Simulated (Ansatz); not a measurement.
Ansatz (a first-principles code) input:

Ansatz 0.2 input:
```yaml
crystal:
  periodic: [false, false, false]
  atoms:
    - {symbol: Cs, position_ang: [-0.00000000, -0.00000000, -0.73608574]}
    - {symbol: Cl, position_ang: [0.00000000, 0.00000000, 2.38145385]}
basis:
  gaussian:
    orbitals: def2-TZVP
hamiltonian:
  xc: b3lyp
  dispersion: d3bj
total_charge: -1
magnetization: {spin_polarized: true, initial_magnetization: 1}
phonons: {temperatures: {t_min: 298.15, t_max: 298.15, t_step: 100}}
```

**Question.** What final total energy does it print?

**Answer.** -480.49346 Eh (B3LYP-D3(BJ)/def2-TZVP). The basis has 66 functions.
